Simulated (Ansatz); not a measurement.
`C[SiH2][O][GaH2]` → `[O][GaH2]`• + `C[SiH2]`•  (homolysis of the O–Si bond)

Calculated with Ansatz (gas phase, PBE0-D4/def2-TZVP geometries, no zero-point term in ΔE). CCSD(T)/CBS is the MP2 limit (def2-TZVPP, def2-QZVPP) plus CCSD(T) − MP2 in def2-TZVPP, frozen cores. DFT in def2-TZVPP. B3LYP here is the variant with VWN-RPA as its local correlation; programs differ in this. HSE06 is defined as in plane-wave codes. No spin–orbit coupling; open shells (•) take unrestricted orbitals. For Ga outer-core shells are correlated without core-valence functions, which leaves a few kJ/mol of doubt a bond. Scalar relativity is left out up to krypton. Each species was taken in one conformer, which may not be the lowest.

| level | ΔE (kcal/mol) | difference from CCSD(T)/CBS |
| --- | --- | --- |
| LDA (SPW92) | 138.4 | 5.6 |
| PBE-D4 | 122.2 | -10.6 |
| revPBE-D4 | 118.5 | -14.3 |
| BLYP-D4 | 121.2 | -11.6 |
| r2SCAN-D4 | 122.6 | -10.2 |
| B97M-V | 125.8 | -7.0 |
| PBE0-D4 | 124.2 | -8.6 |
| r2SCANh-D4 | 122.8 | -10.0 |
| r2SCAN0-D4 | 122.8 | -10.0 |
| HSE06-D4 | 124.2 | -8.6 |
| BHLYP-D4 | 125.1 | -7.7 |
| CAM-B3LYP-D4 | 127.8 | -5.0 |
| ωB97M-V | 130.6 | -2.2 |
| B2PLYP | 127.5 | -5.3 |
| PBE-QIDH | 129.6 | -3.2 |
| PBE | 120.0 | -12.8 |
| revPBE | 113.7 | -19.1 |
| r2SCAN | 122.0 | -10.8 |
| PBE0 | 122.2 | -10.6 |
| B3LYP | 121.3 | -11.5 |
| r2SCANh | 122.1 | -10.7 |
| r2SCAN0 | 122.1 | -10.7 |
| HSE06 | 122.3 | -10.5 |
| BHLYP | 121.8 | -11.0 |
| CAM-B3LYP | 125.8 | -7.0 |
| LC-ωPBE | 124.9 | -7.9 |
| RPA@PBE/def2-TZVPP | 123.6 | -9.2 |
| HF/def2-SVP | 97.4 | -35.4 |
| CCSD/def2-SVP | 120.8 | -12.0 |
| CCSD(T)/def2-SVP | 121.9 | -10.9 |
| MP2/def2-TZVPP | 138.5 | 5.7 |
| SCS-MP2/def2-TZVPP | 135.4 | 2.6 |
| CCSD/def2-TZVPP | 127.0 | -5.8 |
| CCSD(T)/def2-TZVPP | 129.0 | -3.8 |
| HF/def2-QZVPP | 99.5 | -33.3 |
| MP2/def2-QZVPP | 140.8 | 8.0 |
| SCS-MP2/def2-QZVPP | 137.8 | 5.0 |
| HF/CBS(def2) | 99.5 | -33.3 |
| MP2/CBS(def2) | 142.3 | 9.5 |
| CCSD/CBS(def2) | 130.7 | -2.1 |
| CCSD(T)/CBS | 132.8 | 0 |

What do rigid-rotor, harmonic-oscillator terms from PBE0-D4/def2-TZVP frequencies (298.15 K, 1 bar) make of the CCSD(T)/CBS value? (Best estimate.)

Ansatz gave: ΔZPE = -3.6 kcal/mol, ΔH = +129.7 kcal/mol, ΔS = 157 J/(mol·K), ΔG = +118.5 kcal/mol. Open shells count their whole term as degenerate. Modes under 50 cm⁻¹ make the entropy rough.

Largest T1 diagnostic among the species: 0.019.

Leaving LDA and LC-ωPBE aside and taking each functional with its dispersion term where it has one, the values spread over 12.1 kcal/mol, from revPBE-D4 to ωB97M-V. LDA lies +18.4 kcal/mol from PBE without D4, its usual overbinding. In def2-TZVPP, CCSD(T) changes the Hartree–Fock value by +29.9 kcal/mol (the triples alone add +2.0 kcal/mol) and MP2 by +39.4 kcal/mol; breaking electron pairs costs correlation energy, which Hartree–Fock lacks. At CCSD(T), def2-SVP lies −10.9 kcal/mol from the extrapolated value and def2-TZVPP −3.8 kcal/mol: correlation converges slowly with the basis, and small sets miss more of it in the bonded molecule than in its fragments.

CCSD(T)/CBS has its own doubt, a few kJ/mol and more with outer-core shells, so smaller differences from it don't rank the levels.
